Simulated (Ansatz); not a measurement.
One change: `O=CCBCl` becomes `[F][Zn][CH2]BCl`.

Ansatz, PBE0-D4/def2-TZVP geometries, multiplicity 1. Each molecule was computed in one conformer, which needn't be the lowest.

Scalar relativity is left out up to krypton.

```tsv
property	`O=CCBCl`
LUMO energy (PBE0/def2-TZVPP) / eV	-1.73
HOMO energy (ωB97M-V/def2-TZVPP) / eV	-10.02
HOMO energy (PBE/def2-TZVPP) / eV	-6.07
HOMO energy (B3LYP/def2-TZVPP) / eV	-7.41
size of the dipole moment (B3LYP/def2-TZVPP) / D	2.46
size of the dipole moment (ωB97M-V/def2-TZVPP) / D	2.47
```

Problem. Give the same properties after the change, and the shifts. (An estimate is asked.)

Solution. Computed: 
```csv
property,`[F][Zn][CH2]BCl`,shift
LUMO energy (PBE0/def2-TZVPP) / eV,-1.61,0.12
HOMO energy (ωB97M-V/def2-TZVPP) / eV,-10.78,-0.76
HOMO energy (PBE/def2-TZVPP) / eV,-7.21,-1.14
HOMO energy (B3LYP/def2-TZVPP) / eV,-8.32,-0.91
size of the dipole moment (B3LYP/def2-TZVPP) / D,2.60,0.14
size of the dipole moment (ωB97M-V/def2-TZVPP) / D,2.54,0.07
```

With PBE0 the HOMO falls by 0.90 eV and the LUMO rises by 0.12 eV, so the gap widens by about 1.02 eV. PBE moves the HOMO by -1.14 eV and ωB97M-V by -0.76 eV. Dipoles are sizes alone; their direction can turn.

B3LYP here is the variant with VWN-RPA as its local correlation; programs differ in this.
